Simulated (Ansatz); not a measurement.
Molecule: C$_{5}$H$_{7}$Si (charge 0, doublet). It need not be the lowest isomer of its formula. 
Geometry from a B3LYP-D3(BJ)/def2-TZVP (Ansatz, a quantum-chemistry and plane-wave program) optimisation:
SMILES: [SiH3]C1=C[CH]C=C1
```xyz
13

Si     2.0620     0.0627     0.1628
C      0.2195    -0.0112     0.0159
C     -0.5453    -1.1349    -0.1309
C     -1.9601    -0.7456    -0.2086
C     -2.0374     0.6283    -0.1066
C     -0.7200     1.1108     0.0322
H      2.6586     0.8723    -0.9294
H      2.6037    -1.3146     0.0960
H      2.4769     0.6857     1.4449
H     -0.1862    -2.1521    -0.1834
H     -2.7868    -1.4308    -0.3257
H     -2.9333     1.2274    -0.1281
H     -0.4403     2.1502     0.1353
```
Charge 0, spin multiplicity 2.

Basis-set convergence of Hartree-Fock and MP2 correlation energies (hartree) with Ansatz. Correlated levels leave the core frozen unless marked. Open shells are spin-unrestricted. Spin-orbit coupling is left out. Non-relativistic.

The UHF reference is spin-contaminated (<S^2> 0.21 over the pure value in the largest basis). 

```tsv
basis	functions	E(HF)	E(corr, MP2)
cc-pV(D+d)Z	128	-482.31451	-0.71621
cc-pV(T+d)Z	287	-482.37429	-0.87543
cc-pV(Q+d)Z	549	-482.38978	-0.93294
```

Extrapolating the two largest sets (X = 3 and 4) as X^-3: E(corr) = (64·(-0.93294) - 27·(-0.87543))/37 = -0.9749 Eh, an estimate of the basis-set limit. The largest set recovers 95.7 % of it, the smallest 73.5 %.
